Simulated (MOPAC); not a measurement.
Input file for MOPAC: AM1 on SrP, 2S+1 = 4, a spin state set in the input, which need not be the lowest, a point of a bond scan (R = 3.088 Å).

```
AM1 1SCF PRECISE CHARGE=0 UHF MS=1.5 THREADS=1
PSr

P      0.00000000 1     0.00000000 1     0.00000000 1
Sr     0.00000000 1     0.00000000 1     3.08845300 1
```

Output:

```
*******************************************************************************
 **                                                                           **
 **                              MOPAC v23.2.5                                **
 **                                                                           **
 *******************************************************************************
 ** MOPAC's Digital Object Identifier: https://doi.org/10.5281/zenodo.6511958 **
 **                                                                           **
 ** Please cite the open-source release paper for use of this MOPAC version:  **
 ** J. E. Moussa and J. J. P. Stewart (2026)                                  **
 ** MOPAC: An open-source semiempirical molecular orbital program             **
 ** J. Open Source Softw., 11(119), 8025, https://doi.org/10.21105/joss.08025 **
 *******************************************************************************

                              AM1 CALCULATION RESULTS

 *******************************************************************************
 *  AM1        - The AM1 Hamiltonian to be used
 *  UHF        - UNRESTRICTED HARTREE-FOCK CALCULATION
 *
 *
 *
 *                 CHARGE ON SYSTEM = 0
 *
 *
 *
 *  MS=        - IN MECI, MAGNETIC COMPONENT OF SPIN =  1.5
 *  PRECISE    - TIGHTER CRITERIA TO BE USED
 *  1SCF       - DO 1 SCF AND THEN STOP
 *  THREADS=1  - MULTI-THREADING NOT USED
 *  T=         - A TIME OF 172800.0 SECONDS REQUESTED
 *  DUMP=N     - RESTART FILE WRITTEN EVERY 7200.0 SECONDS REQUESTED
 *******************************************************************************
AM1 1SCF PRECISE CHARGE=0 UHF MS=1.5 THREADS=1
 PSr

   ATOM   CHEMICAL          X               Y               Z
  NUMBER   SYMBOL      (ANGSTROMS)     (ANGSTROMS)     (ANGSTROMS)

     1       P          0.00000000  *   0.00000000  *   0.00000000  *
     2      Sr          0.00000000  *   0.00000000  *   3.08845300  *



          CARTESIAN COORDINATES

    NO.       ATOM           X           Y           Z

     1         P          0.0000      0.0000      0.0000
     2        Sr          0.0000      0.0000      3.0885

  P: (AM1): M.J.S.DEWAR, JIE, C, THEOCHEM, 187, 1 (1989)
 Sr: (AM1): J. J. P. STEWART, J. MOL. MOD., 10, 155-164 (2004)

           Empirical Formula: P Sr  =     2 atoms



      MOLECULAR POINT GROUP   :   C*v


          UHF CALCULATION, NO. OF ALPHA ELECTRONS =    5
                           NO. OF BETA  ELECTRONS =    2

 -------------------------------------------------------------------------------
 AM1 1SCF PRECISE CHARGE=0 UHF MS=1.5 THREADS=1
 PSr



     1SCF WAS SPECIFIED, SO BFGS WAS NOT USED
     SCF FIELD WAS ACHIEVED


                              AM1 CALCULATION
                                                       MOPAC v23.2.5 Linux




          FINAL HEAT OF FORMATION =         51.82410 KCAL/MOL =     216.83203 KJ/MOL


          COSMO AREA              =        164.08 SQUARE ANGSTROMS
          COSMO VOLUME            =        190.35 CUBIC ANGSTROMS

          IONIZATION POTENTIAL    =          6.457551 EV
          ALPHA SOMO LUMO (EV)    =         -6.458 -0.714
          BETA  SOMO LUMO (EV)    =         -8.219 -1.285
          NO. OF ALPHA ELECTRONS  =          5
          NO. OF BETA  ELECTRONS  =          2
          MOLECULAR WEIGHT        =        118.5938         POINT GROUP:  C*v

          MOLECULAR DIMENSIONS (Angstroms)

            Atom       Atom       Distance
           Sr     2    P     1     3.08845
           Sr     2    P     1     0.00000
            P     1   Sr     2     0.00000


          SCF CALCULATIONS        =          1





   ATOM   CHEMICAL          X               Y               Z
  NUMBER   SYMBOL      (ANGSTROMS)     (ANGSTROMS)     (ANGSTROMS)

     1       P          0.00000000  *   0.00000000  *   0.00000000  *
     2      Sr          0.00000000  *   0.00000000  *   3.08845300  *

                             CARTESIAN COORDINATES

   1    P        0.000000000     0.000000000     0.000000000
   2   Sr        0.000000000     0.000000000     3.088453000


           Empirical Formula: P Sr  =     2 atoms



      MOLECULAR POINT GROUP   :   C*v


          ALPHA EIGENVALUES
 -17.11303  -9.16817  -8.80548  -8.80548  -6.45755  -0.71372  -0.71372   0.39567


           BETA EIGENVALUES
 -15.49740  -8.21902  -1.28487  -0.83878  -0.83878  -0.04484  -0.04484   0.89972


              NET ATOMIC CHARGES AND DIPOLE CONTRIBUTIONS

  ATOM NO.   TYPE          CHARGE      No. of ELECS.   s-Pop       p-Pop
    1          P          -0.462055        5.4621     1.96770     3.49436
    2         Sr           0.462055        1.5379     1.08683     0.45111
 DIPOLE           X         Y         Z       TOTAL
 POINT-CHG.     0.000     0.000     6.854     6.854
 HYBRID         0.000     0.000    -1.084     1.084
 SUM            0.000     0.000     5.771     5.771


          ATOMIC ORBITAL ELECTRON POPULATIONS

     Atom    s        px        py        pz
    1  P   1.96770   0.99353   0.99353   1.50730
    2 Sr   1.08683   0.00647   0.00647   0.43817


                    (SZ)    =    1.500000
                    (S**2)  =    3.761184


          ATOMIC ORBITAL SPIN POPULATIONS

    Atom   Total    s     px     py     pz
         Atomic
    1  P  2.1471  0.003  0.994  0.994  0.157
    2 Sr  0.8529  0.599  0.006  0.006  0.241

 **********************
 *                    *
 * JOB ENDED NORMALLY *
 *                    *
 **********************




 == MOPAC DONE ==
```

The run finished.

Cost: about 0.020 core-seconds (a rough figure).
